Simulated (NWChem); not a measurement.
System: MoNH₃SO₂; SMILES [NH2][Mo](=[O])(=[O])[SH]

Excerpt of the output:

```
             Northwest Computational Chemistry Package (NWChem) 7.3.0
             --------------------------------------------------------

 C1  symmetry detected

                             Geometry "geometry" -> ""
                             -------------------------

 Output coordinates in angstroms (scale by  1.889725989 to convert to a.u.)

  No.       Tag          Charge          X              Y              Z
 ---- ---------------- ---------- -------------- -------------- --------------
    1 Mo                  42.0000    -0.00063827    -0.32968131     0.12795104
    2 O                    8.0000     1.48638213    -0.55406775     0.76262919
    3 O                    8.0000    -1.42885273    -0.66118493     0.84560615
    4 N                    7.0000    -0.03261610    -1.08401836    -1.60723416
    5 H                    1.0000     0.77257391    -1.37800981    -2.16278751
    6 H                    1.0000    -0.87163247    -1.43000945    -2.07658274
    7 S                   16.0000    -0.08408059     1.98628472    -0.16425770
    8 H                    1.0000     1.23923292     2.18422856    -0.12169368

 Effective nuclear repulsion energy (a.u.)     597.0326989737

                                Z-matrix (autoz)
                                --------

 Units are Angstrom for bonds and degrees for angles

      Type          Name      I     J     K     L     M      Value
      ----------- --------  ----- ----- ----- ----- ----- ----------
    1 Stretch                  1     2                       1.63230
    2 Stretch                  1     3                       1.63240
    3 Stretch                  1     4                       1.89233
    4 Stretch                  1     7                       2.33582
    5 Stretch                  4     5                       1.02147
    6 Stretch                  4     6                       1.02174
    7 Stretch                  7     8                       1.33871
    8 Bend                     1     4     5               126.87852
    9 Bend                     1     4     6               124.75585
   10 Bend                     1     7     8                96.16057
   11 Bend                     2     1     3               126.74057
   12 Bend                     2     1     4               108.48958
   13 Bend                     2     1     7               102.56127
   14 Bend                     3     1     4               107.90181
   15 Bend                     3     1     7               103.00845
   16 Bend                     4     1     7               106.25582
   17 Bend                     5     4     6               107.45754
   18 Torsion                  2     1     4     5         -13.86415
   19 Torsion                  2     1     4     6         153.83783
   20 Torsion                  2     1     7     8          19.29916
   21 Torsion                  3     1     4     5        -154.29539
   22 Torsion                  3     1     4     6          13.40658
   23 Torsion                  3     1     7     8         152.18035
   24 Torsion                  4     1     7     8         -94.49233
   25 Torsion                  5     4     1     7          95.79197
   26 Torsion                  6     4     1     7         -96.50606

                           NWChem Geometry Optimization
                           ----------------------------

 maximum gradient threshold         (gmax) =   0.000450
 rms gradient threshold             (grms) =   0.000300
 maximum cartesian step threshold   (xmax) =   0.001800
 rms cartesian step threshold       (xrms) =   0.001200
 fixed trust radius                (trust) =   0.300000
 source of zmatrix                         =   autoz

          -------------------
          Energy Minimization
          -------------------

 Using diagonal initial Hessian
 Scaling for Hessian diagonals: bonds = 1.00  angles = 0.25  torsions = 0.10

          --------
          Step   0

                                 NWChem DFT Module
                                 -----------------

 Summary of "ao basis" -> "ao basis" (spherical)
 ------------------------------------------------------------------------------
       Tag                 Description            Shells   Functions and Types
 ---------------- ------------------------------  ------  ---------------------
 Mo                         def2-svp                11       31   5s3p2d1f
 O                          def2-svp                 6       14   3s2p1d
 N                          def2-svp                 6       14   3s2p1d
 H                          def2-svp                 3        5   2s1p
 S                          def2-svp                 8       18   4s3p1d

            General Information
            -------------------
          SCF calculation type: DFT
          Wavefunction type:  closed shell.
          No. of atoms     :     8
          No. of electrons :    56
           Alpha electrons :    28
            Beta electrons :    28
          Charge           :     0
          Spin multiplicity:     1
          Use of symmetry is: off; symmetry adaption is: off
          Maximum number of iterations: 150
          AO basis - number of functions:   106
                     number of shells:    46
          Convergence on energy requested:  1.00D-06
          Convergence on density requested:  1.00D-05
          Convergence on gradient requested:  5.00D-04

              XC Information
              --------------
          PerdewBurkeErnzerhof Exchange Functional  1.000
            Perdew 1991 LDA Correlation Functional  1.000 local
           PerdewBurkeErnz. Correlation Functional  1.000 non-local

             Grid Information
             ----------------
          Grid used for XC integration:  medium
          Radial quadrature: Mura-Knowles
          Angular quadrature: Lebedev.
          Tag              B.-S. Rad. Rad. Pts. Rad. Cut. Ang. Pts.
          ---              ---------- --------- --------- ---------
          Mo                  1.45      123          10.0       590
          O                   0.60       49          11.0       434
          N                   0.65       49          10.0       434
          H                   0.35       45          12.0       434
          S                   1.00       88          11.0       590
          Grid pruning is: on
          Number of quadrature shells:   493
          Spatial weights used:  Erf1

           DFT-D3BJ Model
          s6 scale factor  :        1.000000000000
          s8 scale factor  :        0.787500000000
          a1 parameter     :        0.428900000000
          a2 parameter     :        4.440700000000
              vdW contrib  :       -0.008385863789

      Superposition of Atomic Density Guess
      -------------------------------------

 Sum of atomic energies:        -679.76363274

      Non-variational initial energy
      ------------------------------

 Total energy =    -670.717178
 1-e energy   =   -1499.749837
 2-e energy   =     550.095114
 HOMO         =      -0.328672
 LUMO         =      -0.046179

   convergence    iter        energy       DeltaE   RMS-Dens  Diis-err
 ---------------- ----- ----------------- --------- --------- ---------
 d= 0,ls=0.0,diis     1   -672.4204360444 -9.51D+02  5.30D-02  4.10D+00
 d= 0,ls=0.0,diis     2   -663.0287703440  9.39D+00  4.61D-02  6.32D+01
 d= 0,ls=0.0,diis     3   -672.5693728198 -9.54D+00  1.46D-02  2.74D+00
 d= 0,ls=0.0,diis     4   -672.8106165762 -2.41D-01  5.85D-03  8.39D-01
 d= 0,ls=0.0,diis     5   -672.9086102649 -9.80D-02  3.07D-03  9.05D-02
  Resetting Diis
 d= 0,ls=0.0,diis     6   -672.9049760514  3.63D-03  1.79D-03  1.35D-01
 d= 0,ls=0.0,diis     7   -672.9175537422 -1.26D-02  2.47D-03  8.09D-03
 d= 0,ls=0.0,diis     8   -672.9083595560  9.19D-03  1.79D-03  8.46D-02
 d= 0,ls=0.0,diis     9   -672.9177985782 -9.44D-03  5.51D-04  7.89D-03
 d= 0,ls=0.0,diis    10   -672.9186714485 -8.73D-04  1.17D-04  1.93D-04
 d= 0,ls=0.0,diis    11   -672.9187001828 -2.87D-05  2.18D-05  5.04D-06
 d= 0,ls=0.0,diis    12   -672.9187001760  6.80D-09  1.45D-05  4.61D-06
 d= 0,ls=0.0,diis    13   -672.9187006728 -4.97D-07  4.89D-06  7.48D-07

         Total DFT energy =     -672.918700672809
      One electron energy =    -1504.647966800556
           Coulomb energy =      611.172573781711
    Exchange-Corr. energy =      -58.372467337294
 Nuclear repulsion energy =      278.937545547119

    Dispersion correction =       -0.008385863789

[...]

      ----------------------
      Optimization converged
      ----------------------

  Step       Energy      Delta E   Gmax     Grms     Xrms     Xmax
  ---- ---------------- -------- -------- -------- -------- --------
@   12    -672.94174182 -5.7D-07  0.00005  0.00002  0.00071  0.00169
                                     ok       ok       ok       ok

                                Z-matrix (autoz)
                                --------

 Units are Angstrom for bonds and degrees for angles

      Type          Name      I     J     K     L     M      Value     Gradient
      ----------- --------  ----- ----- ----- ----- ----- ---------- ----------
    1 Stretch                  1     2                       1.70178    0.00005
    2 Stretch                  1     3                       1.70050    0.00001
    3 Stretch                  1     4                       1.93464   -0.00004
    4 Stretch                  1     7                       2.36567   -0.00003
    5 Stretch                  4     5                       1.02557    0.00002
    6 Stretch                  4     6                       1.02580    0.00001
    7 Stretch                  7     8                       1.36587   -0.00000
    8 Bend                     1     4     5               124.09736   -0.00001
    9 Bend                     1     4     6               124.04413    0.00001
   10 Bend                     1     7     8                93.10441    0.00004
   11 Bend                     2     1     3               113.75016    0.00001
   12 Bend                     2     1     4               107.99796   -0.00001
   13 Bend                     2     1     7               109.28577    0.00001
   14 Bend                     3     1     4               109.29300   -0.00002
   15 Bend                     3     1     7               105.49379   -0.00001
   16 Bend                     4     1     7               111.04293    0.00001
   17 Bend                     5     4     6               111.22161    0.00000
   18 Torsion                  2     1     4     5         -20.18661   -0.00001
   19 Torsion                  2     1     4     6         149.85411   -0.00000
   20 Torsion                  2     1     7     8          36.96398   -0.00001
   21 Torsion                  3     1     4     5        -144.40816   -0.00001
   22 Torsion                  3     1     4     6          25.63257   -0.00000
   23 Torsion                  3     1     7     8         159.63296    0.00001
   24 Torsion                  4     1     7     8         -82.07240   -0.00001
   25 Torsion                  5     4     1     7          99.62012    0.00001
   26 Torsion                  6     4     1     7         -90.33916    0.00002

                         Geometry "geometry" -> "geometry"
                         ---------------------------------

 Output coordinates in angstroms (scale by  1.889725989 to convert to a.u.)

  No.       Tag          Charge          X              Y              Z
 ---- ---------------- ---------- -------------- -------------- --------------
    1 Mo                  42.0000    -0.00356042    -0.26360084     0.09723605
    2 O                    8.0000     1.44622169    -0.70238230     0.87290809
    3 O                    8.0000    -1.40206906    -0.72605610     0.94695617
    4 N                    7.0000    -0.01776207    -1.08690128    -1.65341988
    5 H                    1.0000     0.82178083    -1.42135208    -2.13830398
    6 H                    1.0000    -0.87039700    -1.37490073    -2.14568683
    7 S                   16.0000    -0.11707402     2.09331094    -0.07154900
    8 H                    1.0000     1.22322884     2.21542406    -0.30451005

 Effective nuclear repulsion energy (a.u.)     580.4337334589

                Final and change from initial internal coordinates
                --------------------------------------------------

                                Z-matrix (autoz)
                                --------

 Units are Angstrom for bonds and degrees for angles

      Type          Name      I     J     K     L     M      Value       Change
      ----------- --------  ----- ----- ----- ----- ----- ---------- ----------
    1 Stretch                  1     2                       1.70178    0.06949
    2 Stretch                  1     3                       1.70050    0.06811
    3 Stretch                  1     4                       1.93464    0.04231
    4 Stretch                  1     7                       2.36567    0.02985
    5 Stretch                  4     5                       1.02557    0.00410
    6 Stretch                  4     6                       1.02580    0.00406
    7 Stretch                  7     8                       1.36587    0.02715
    8 Bend                     1     4     5               124.09736   -2.78117
    9 Bend                     1     4     6               124.04413   -0.71173
   10 Bend                     1     7     8                93.10441   -3.05616
   11 Bend                     2     1     3               113.75016  -12.99041
   12 Bend                     2     1     4               107.99796   -0.49162
   13 Bend                     2     1     7               109.28577    6.72450
   14 Bend                     3     1     4               109.29300    1.39120
   15 Bend                     3     1     7               105.49379    2.48534
   16 Bend                     4     1     7               111.04293    4.78711
   17 Bend                     5     4     6               111.22161    3.76407
   18 Torsion                  2     1     4     5         -20.18661   -6.32247
   19 Torsion                  2     1     4     6         149.85411   -3.98372
   20 Torsion                  2     1     7     8          36.96398   17.66482
   21 Torsion                  3     1     4     5        -144.40816    9.88723
   22 Torsion                  3     1     4     6          25.63257   12.22598
   23 Torsion                  3     1     7     8         159.63296    7.45261
   24 Torsion                  4     1     7     8         -82.07240   12.41993
   25 Torsion                  5     4     1     7          99.62012    3.82815
   26 Torsion                  6     4     1     7         -90.33916    6.16690

 ==============================================================================
                                internuclear distances
 ------------------------------------------------------------------------------
       center one      |      center two      | atomic units |  angstroms
 ------------------------------------------------------------------------------
    2 O                |   1 Mo               |     3.21590  |     1.70178
    3 O                |   1 Mo               |     3.21349  |     1.70050
    4 N                |   1 Mo               |     3.65593  |     1.93464
    5 H                |   4 N                |     1.93805  |     1.02557
    6 H                |   4 N                |     1.93847  |     1.02580
    7 S                |   1 Mo               |     4.47047  |     2.36567
    8 H                |   7 S                |     2.58112  |     1.36587
 ------------------------------------------------------------------------------
                         number of included internuclear distances:          7
 ==============================================================================
```

Level: PBE-D3(BJ)/def2-SVP with def2 effective core potentials on Mo. No frequency run checked for a minimum. def2 effective core potentials on Mo; no spin-orbit coupling.

Task: Reconstruct the input file.

Result: One answer among several that fit: the input that was run:
```
start job
memory heap 200 mb stack 900 mb global 1100 mb
geometry units angstroms
  Mo     0.310728     0.078746    -0.058512
  O      0.547539     1.490679     0.725555
  O      1.206409    -1.278675     0.082498
  N      0.096030     0.445023    -1.902600
  H     -0.075482     1.356489    -2.330636
  H      0.308532    -0.212109    -2.655572
  S     -1.785877    -0.591154     0.723491
  H     -2.171946     0.616817     1.152337
end
basis spherical
  * library def2-svp
end
ecp
  Mo library def2-ecp
end
dft
  xc xpbe96 cpbe96
  disp vdw 4
  iterations 150
end
driver
  maxiter 120
end
task dft optimize
```
